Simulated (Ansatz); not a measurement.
Consider the redistribution: `[OH][Hf]([Cl])([Cl])[Cl]` + `N[SiH]([SiH3])S` → `[NH2][Hf]([Cl])([Cl])[Cl]` + `O[SiH]([SiH3])S`.

Calculated with Ansatz (gas phase, PBE0-D4/def2-TZVP geometries, no zero-point term in ΔE). CBS: MP2 limit from def2 TZ/QZ plus the TZ coupled-cluster correction, frozen cores. Functionals use def2-TZVPP. B3LYP here is the variant with VWN-RPA as its local correlation; programs differ in this. def2 core potentials past Kr. For Hf outer-core shells are correlated without core-valence functions, which leaves a few kJ/mol of doubt a bond. One conformer a species, not always the lowest.

```tsv
level	ΔE (kcal/mol)	difference from CCSD(T)/CBS
LDA (SPW92)	6.9	0.6
PBE-D4	6.4	0.1
B3LYP-D4	6.5	0.2
BHLYP-D4	6.6	0.3
revPBE	6.0	-0.3
BLYP	5.9	-0.4
r2SCAN	6.4	0.1
B3LYP	6.2	-0.1
r2SCANh	6.4	0.1
r2SCAN0	6.5	0.2
BHLYP	6.5	0.2
CAM-B3LYP	6.9	0.6
LC-ωPBE	8.0	1.7
HF/def2-SVP	9.3	3.0
MP2/def2-TZVPP	6.3	0.0
CCSD/CBS(def2)	6.3	0.0
CCSD(T)/CBS	6.3	0
```

Largest T1 diagnostic among the species: 0.014.

Leaving LDA and LC-ωPBE aside and taking each functional with its dispersion term where it has one, the values, not all of them listed here, spread over 0.8 kcal/mol, from BLYP-D4 to CAM-B3LYP-D4. At CCSD(T), def2-SVP lies +2.8 kcal/mol from the extrapolated value and def2-TZVPP −0.2 kcal/mol.
